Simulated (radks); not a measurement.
The numbers below are computed, except where a source is named.
Species: K3+. Configuration: [Ne] 3s2 3p4. Code: a radial shooting solver on a logarithmic mesh with Libxc functionals. Model: non-relativistic Kohn-Sham, Slater X-alpha with alpha = 0.691, spin-unpolarised, spherical densities, point nucleus.

Normalised radial functions P(r) = r R(r), r in bohr:

```
   r/bohr * 1s, o 3s, + 3p (the largest magnitude, 3.15, reaches the edge; | marks zero, & curves that meet)
 0.009666                             +o         *
  0.01081                             +o          *
  0.01219                             +o           *
  0.01374                             + o            *
  0.01537                             + o             *
  0.01733                             + o              *
  0.01954                             + o                *
  0.02204                             + o                 *
  0.02465                             + o                  *
  0.02779                             + o                    *
  0.03133                             + o                     *
  0.03505                             |+o                      *
  0.03951                             |+o                       *
  0.04455                             |+o                        *
  0.04983                             |+o                        *
  0.05618                             |+o                        *
  0.06335                             |+o                        *
  0.07142                             | &                       *
  0.07989                             |o+                      *
  0.09007                             |o+                    *
   0.1016                             o  +                 *
   0.1136                             o  +               *
   0.1281                            o|  +            *
   0.1444                           o |   +         *
   0.1615                          o  |   +      *
   0.1821                          o  |   +    *
   0.2053                         o   |   + *
   0.2315                         o   |   +*
    0.259                        o    |  *+
    0.292                         o   | *+
   0.3292                         o   |* +
   0.3682                          o  |*+
   0.4151                           o *+
   0.4681                             &
   0.5236                           + *o
   0.5903                          +  *  o
   0.6656                        +    *    o
   0.7504                       +     *      o
   0.8394                      +      *       o
   0.9464                     +       *       o
    1.067                     +       *        o
    1.193                     +       *       o
    1.346                     +       *       o
    1.517                      +      *      o
    1.697                       +     *    o
    1.913                        +    *   o
    2.157                          +  *  o
    2.432                           + * o
    2.721                           + *o
    3.068                            +*o
    3.459                            +&
    3.869                             &
    4.362                             &
```

1s: eigenvalue -3541.1 eV, 0 radial nodes, <r> = 0.0817 bohr, 90 % of the charge inside 0.146 bohr. 3s: eigenvalue -70.749 eV, 2 radial nodes at r = 0.108, 0.482 bohr, <r> = 1.21 bohr, 90 % of the charge inside 1.80 bohr. 3p: eigenvalue -53.717 eV, 1 radial node at r = 0.449 bohr, <r> = 1.30 bohr, 90 % of the charge inside 1.97 bohr.
